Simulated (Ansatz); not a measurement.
Born–Oppenheimer molecular dynamics of AlH$_{6}$NOSi (10 atoms, charge 0, multiplicity 1). It starts from a relaxed structure.

All numbers below come from RKS B3LYP-D4/6-31G* in Ansatz.

- ensemble: NVE (velocity Verlet)
- time step: 1 fs
- steps asked: 150
- starting velocities drawn for: 50 K
- masses: H 2.014 u
- seed: 753099

First frame:

```xyz
10
Properties=species:S:1:pos:R:3
Al -0.153 0.162 -0.350
O -0.725 -0.188 1.215
Si -1.286 -0.523 2.715
H -2.445 -1.458 2.651
H -0.230 -1.164 3.548
H -1.727 0.721 3.405
N 1.578 -0.019 -0.688
H 2.279 -0.318 -0.022
H 1.999 0.167 -1.589
H -1.139 0.638 -1.482
```

How far do the bonds stretch over the last three quarters of this one trajectory? (Pairs bonded in most of those frames.)


```
   bond  mean (Å)  spread (Å)  shortest  longest
 Al1–O2     1.705       0.006      1.69     1.72
 Al1–N7     1.771       0.007      1.76     1.78
Al1–H10     1.578       0.024      1.54     1.61
 O2–Si3     1.639       0.005      1.63     1.65
 Si3–H4     1.491       0.002      1.49     1.49
 Si3–H5     1.489       0.001      1.49     1.49
 Si3–H6     1.491       0.005      1.48     1.50
  N7–H8     1.012       0.003      1.01     1.02
  N7–H9     1.013       0.002      1.01     1.02
```

Mean temperature of the second half: 28 K. The conserved energy stayed within 0.022 meV per atom of its start (net change 0.0078 meV per atom), so the integration is sound. Over the second half the temperature averaged 0.56 of the 50 K drawn at the start: a run that starts near a minimum puts about half its kinetic energy into the potential. A run of 0.15 ps of so small a system gives no equilibrium averages.

The run took 4.3 min on 1 thread of AMD EPYC 9R45 96-Core Processor (Zen 5), with other jobs on the host, peak memory 0.18 GiB.
